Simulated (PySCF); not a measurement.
Cost of excited-state runs on `InChI=1S/C5H7F3N2/c1-2-3-9-10-4-5(6,7)8/h3-4H,2H2,1H3/b9-3+,10-4-`

Geometry (Å), atoms numbered from 1 in this order:
```xyz
17

C     2.377    0.411   -0.880
C     2.018   -0.645    0.166
C     0.877   -0.181    1.003
N    -0.200   -0.829    1.035
N    -1.265   -0.812    1.710
C    -2.419   -0.375    1.410
C    -2.720    0.460    0.193
F    -3.883    1.113    0.314
F    -1.772    1.390   -0.041
F    -2.804   -0.267   -0.940
H     1.528    0.601   -1.531
H     2.660    1.345   -0.400
H     3.211    0.069   -1.488
H     2.884   -0.821    0.811
H     1.751   -1.583   -0.320
H     1.002    0.754    1.549
H    -3.251   -0.618    2.048
```

PySCF with density fitting, on 1 thread of an Arm Neoverse V2, shared host. Command: `OMP_NUM_THREADS=1 python excited_run.py task.json out`

How long does each of these runs take, and how much memory?
- magnetisability and related constants, BHandHLYP/pcSseg-0; IEF-PCM dimethylsulfoxide
- magnetisability and related constants, PBE/pcSseg-1; writes grids


| run | level | basis functions | wall time | peak memory (GiB) |
| --- | --- | --- | --- | --- |
| magnetisability and related constants | BHandHLYP/pcSseg-0 | 104 | 15 s | 0.6 |
| magnetisability and related constants | PBE/pcSseg-1 | 205 | 51 s | 0.71 |

Times from a shared host are rough.
